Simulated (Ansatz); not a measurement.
Steps of a relaxation of CH8N2OSi, SMILES `N[SiH2]NCO` with RKS PBE0-D4/def2-TZVP.

```sh
$ ansatz run in.yaml --threads 4 --pin off --events-out ev --progress --plain --max-ram 10444MiB
```

```yaml
crystal:
  periodic: [false, false, false]
  atoms:
    - {symbol: N, position_ang: [-1.152658, -1.178062, 1.697927]}
    - {symbol: Si, position_ang: [-0.096113, -1.206490, 0.321121]}
    - {symbol: N, position_ang: [0.749290, 0.287673, -0.024113]}
    - {symbol: C, position_ang: [0.713722, 1.052665, -1.244391]}
    - {symbol: O, position_ang: [0.087024, 2.318101, -1.117760]}
    - {symbol: H, position_ang: [-1.859195, -0.455001, 1.843570]}
    - {symbol: H, position_ang: [-0.876222, -1.622504, 2.574560]}
    - {symbol: H, position_ang: [-0.829345, -1.456131, -0.971062]}
    - {symbol: H, position_ang: [0.831305, -2.351242, 0.641120]}
    - {symbol: H, position_ang: [1.305839, 0.731991, 0.713095]}
    - {symbol: H, position_ang: [0.224174, 0.415252, -2.021078]}
    - {symbol: H, position_ang: [1.738890, 1.288350, -1.607774]}
    - {symbol: H, position_ang: [-0.816313, 2.140697, -0.790516]}
basis:
  gaussian: {orbitals: def2-TZVP}
hamiltonian: {xc: pbe0, dispersion: d4}
relax: {f_tol: 0.005, max_steps: 150}
```

Positions (Å) and forces (eV/Å) along the path, 10 of 14 steps:

```xyz
13
step=1 energy=-14066.0194 eV
N    -1.153   -1.178    1.698    0.138    0.198    0.102
Si   -0.096   -1.206    0.321    0.025    0.365    0.117
N     0.749    0.288   -0.024   -0.071   -0.058    0.362
C     0.714    1.053   -1.244    0.366   -0.343   -0.306
O     0.087    2.318   -1.118   -0.622   -0.585    0.242
H    -1.859   -0.455    1.844    0.472   -0.473   -0.100
H    -0.876   -1.623    2.575   -0.177    0.288   -0.604
H    -0.829   -1.456   -0.971    0.130    0.051    0.320
H     0.831   -2.351    0.641   -0.196    0.301   -0.081
H     1.306    0.732    0.713   -0.354   -0.293   -0.484
H     0.224    0.415   -2.021    0.186    0.432    0.432
H     1.739    1.288   -1.608   -0.547   -0.107    0.233
H    -0.816    2.141   -0.791    0.650    0.224   -0.231
13
step=2 energy=-14066.0833 eV
N    -1.144   -1.168    1.682    0.159    0.076   -0.079
Si   -0.096   -1.196    0.316    0.010    0.281    0.133
N     0.741    0.287   -0.017   -0.125   -0.161    0.116
C     0.715    1.038   -1.237    0.095   -0.135   -0.062
O     0.080    2.294   -1.114   -0.185   -0.163    0.051
H    -1.836   -0.448    1.832    0.103   -0.125   -0.034
H    -0.873   -1.615    2.545   -0.051    0.055   -0.151
H    -0.834   -1.442   -0.956    0.039    0.006    0.067
H     0.832   -2.320    0.631   -0.051    0.049   -0.031
H     1.294    0.725    0.711   -0.087   -0.079   -0.139
H     0.224    0.413   -2.003    0.081    0.136    0.128
H     1.729    1.274   -1.590   -0.174   -0.029    0.069
H    -0.812    2.124   -0.785    0.187    0.089   -0.067
13
step=3 energy=-14066.0935 eV
N    -1.131   -1.160    1.680    0.071    0.036    0.002
Si   -0.094   -1.184    0.319   -0.022    0.011    0.011
N     0.730    0.290   -0.010   -0.052   -0.013    0.011
C     0.712    1.029   -1.232    0.024   -0.003    0.007
O     0.081    2.287   -1.123    0.009   -0.014   -0.005
H    -1.831   -0.454    1.829   -0.013   -0.011    0.002
H    -0.871   -1.624    2.533   -0.024   -0.016   -0.006
H    -0.832   -1.432   -0.947   -0.007   -0.003   -0.021
H     0.830   -2.310    0.621    0.010   -0.015    0.004
H     1.288    0.722    0.710    0.017    0.015    0.007
H     0.225    0.409   -1.994   -0.010   -0.010   -0.011
H     1.722    1.261   -1.579    0.019    0.008   -0.005
H    -0.808    2.131   -0.792   -0.023    0.016    0.006
13
step=5 energy=-14065.7806 eV rejected
N    -1.059   -1.128    1.764    0.701   -0.769    0.463
Si   -0.034   -1.172    0.393   -1.091   -0.052   -1.237
N     0.673    0.334    0.014   -0.431   -0.228    0.981
C     0.657    1.001   -1.243    2.148    0.393   -0.285
O     0.151    2.305   -1.244   -1.050   -0.335    0.418
H    -1.751   -0.430    1.969    0.025    0.036   -0.044
H    -0.935   -1.813    2.511   -0.213    0.513   -0.462
H    -0.714   -1.288   -0.933   -0.341   -0.406    0.082
H     0.782   -2.417    0.468    0.178    0.221    0.479
H     1.089    0.807    0.800    0.364    0.541   -0.304
H     0.229    0.351   -2.016   -0.255    0.015    0.253
H     1.686    1.227   -1.525    0.329   -0.434   -0.369
H    -0.753    2.188   -0.942   -0.365    0.507    0.026
13
step=7 energy=-14066.1138 eV
N    -0.981   -1.108    1.793    0.076   -0.130    0.108
Si   -0.113   -1.165    0.324   -0.035   -0.002   -0.045
N     0.616    0.358    0.022   -0.007    0.026    0.013
C     0.733    1.022   -1.237    0.015    0.038   -0.004
O     0.127    2.296   -1.244    0.029   -0.029   -0.010
H    -1.705   -0.442    1.994   -0.028   -0.003   -0.004
H    -0.957   -1.874    2.447   -0.032    0.115   -0.098
H    -0.904   -1.403   -0.921    0.014   -0.008    0.037
H     0.815   -2.317    0.520   -0.011    0.031   -0.007
H     1.096    0.834    0.771    0.026   -0.022    0.017
H     0.295    0.372   -2.005    0.005   -0.015   -0.008
H     1.776    1.215   -1.508   -0.014   -0.012    0.002
H    -0.778    2.178   -0.943   -0.037    0.009    0.000
13
step=9 energy=-14066.1175 eV
N    -0.942   -1.101    1.828   -0.013   -0.065    0.064
Si   -0.121   -1.151    0.331    0.002   -0.011   -0.016
N     0.600    0.377    0.034    0.019    0.022    0.032
C     0.738    1.023   -1.233   -0.015   -0.007   -0.005
O     0.128    2.294   -1.275   -0.002   -0.005    0.002
H    -1.702   -0.466    2.010    0.003    0.003   -0.004
H    -0.976   -1.913    2.424    0.009    0.064   -0.056
H    -0.941   -1.382   -0.895    0.003    0.002    0.009
H     0.814   -2.302    0.488   -0.001    0.007   -0.002
H     1.102    0.836    0.781   -0.018   -0.017   -0.027
H     0.318    0.358   -2.000   -0.001    0.004    0.004
H     1.785    1.213   -1.488    0.006    0.002    0.003
H    -0.784    2.180   -0.991    0.008    0.002   -0.006
13
step=10 energy=-14066.1176 eV
N    -0.940   -1.102    1.831   -0.006   -0.025    0.024
Si   -0.121   -1.150    0.331   -0.001    0.002   -0.002
N     0.597    0.379    0.036   -0.005    0.004    0.006
C     0.738    1.023   -1.233    0.007    0.000   -0.001
O     0.132    2.295   -1.278   -0.004   -0.005    0.003
H    -1.702   -0.470    2.014    0.004    0.001   -0.004
H    -0.975   -1.917    2.421    0.005    0.023   -0.019
H    -0.945   -1.380   -0.892    0.001   -0.003    0.000
H     0.816   -2.299    0.485   -0.001   -0.001   -0.002
H     1.100    0.837    0.782   -0.001    0.001   -0.004
H     0.318    0.357   -1.998    0.000    0.002    0.003
H     1.786    1.210   -1.485   -0.001   -0.001   -0.002
H    -0.782    2.183   -0.999    0.003    0.003   -0.002
13
step=11 energy=-14066.1177 eV
N    -0.939   -1.106    1.832   -0.002   -0.001   -0.001
Si   -0.123   -1.150    0.331   -0.001    0.002    0.009
N     0.589    0.383    0.038    0.003   -0.014   -0.004
C     0.738    1.021   -1.232   -0.007    0.008    0.011
O     0.138    2.296   -1.281    0.000    0.016   -0.014
H    -1.699   -0.473    2.017    0.001    0.001   -0.001
H    -0.970   -1.920    2.421    0.001   -0.002    0.000
H    -0.946   -1.381   -0.892   -0.002    0.000    0.000
H     0.817   -2.297    0.482    0.003   -0.001   -0.002
H     1.091    0.841    0.784    0.000    0.001    0.004
H     0.316    0.357   -1.997   -0.001   -0.003   -0.002
H     1.787    1.203   -1.483    0.002   -0.001    0.000
H    -0.778    2.191   -1.006    0.004   -0.005    0.001
13
step=12 energy=-14066.1177 eV
N    -0.937   -1.108    1.835    0.004    0.008   -0.012
Si   -0.124   -1.149    0.332   -0.004   -0.002    0.002
N     0.584    0.386    0.039   -0.003    0.003   -0.003
C     0.738    1.022   -1.231    0.004   -0.003   -0.006
O     0.142    2.298   -1.286    0.001    0.003    0.003
H    -1.699   -0.477    2.021    0.000   -0.001    0.001
H    -0.967   -1.924    2.422   -0.001   -0.009    0.008
H    -0.950   -1.382   -0.890   -0.002    0.003    0.000
H     0.818   -2.296    0.477    0.003    0.001    0.003
H     1.085    0.844    0.786    0.002    0.000    0.006
H     0.316    0.356   -1.996   -0.002   -0.002   -0.003
H     1.788    1.199   -1.480    0.001    0.000    0.002
H    -0.774    2.197   -1.014   -0.001   -0.002    0.001
13
step=14 energy=-14066.1177 eV
N    -0.937   -1.110    1.835    0.000    0.000   -0.002
Si   -0.126   -1.149    0.331    0.001   -0.001    0.001
N     0.581    0.388    0.040    0.000    0.002   -0.002
C     0.738    1.021   -1.232    0.001    0.000    0.002
O     0.145    2.299   -1.289    0.000    0.000   -0.001
H    -1.700   -0.481    2.023    0.000   -0.001    0.001
H    -0.963   -1.926    2.423    0.000    0.001    0.000
H    -0.953   -1.380   -0.889    0.000    0.000    0.000
H     0.819   -2.293    0.475   -0.001    0.000    0.000
H     1.082    0.846    0.787   -0.001   -0.001    0.000
H     0.317    0.356   -1.996    0.001    0.000    0.001
H     1.790    1.196   -1.478   -0.001   -0.001   -0.001
H    -0.772    2.198   -1.016    0.000    0.000    0.001
```

Run time 60 s (4 threads of an Arm Neoverse V1 on a shared host); peak host memory 0.53 GiB.
